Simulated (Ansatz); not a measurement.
Consider the substitution at a C–Si bond: `C=CC[SiH3]` + `[OH][AlH2]` → `C=CC[O][AlH2]` + SiH₄.

Program: Ansatz. Geometries: PBE0-D4/def2-TZVP. ΔE: electronic, gas phase. CCSD(T)/CBS is the MP2 limit (def2-TZVPP, def2-QZVPP) plus CCSD(T) − MP2 in def2-TZVPP, frozen cores. This one scheme is used for every species. Functionals use def2-TZVPP. B3LYP here is the variant with VWN-RPA as its local correlation; programs differ in this. One conformer a species, not always the lowest.

CCSD(T)/CBS gives +86.8 kJ/mol.

**Question.** Another level gave +80.7 kJ/mol. Which?
A. B3LYP/def2-TZVPP
B. B2PLYP/def2-TZVPP
C. r2SCAN-D4/def2-TZVPP
D. MP2/def2-TZVPP

**Answer.** B. B2PLYP 80.7, MP2/def2-TZVPP 91.2, r2SCAN-D4 84.7, B3LYP 76.4 kJ/mol.

Largest T1 diagnostic among the species: 0.013.

In def2-TZVPP, CCSD(T) changes the Hartree–Fock value by +14.1 kJ/mol (the triples alone add +0.9 kJ/mol) and MP2 by +23.5 kJ/mol.
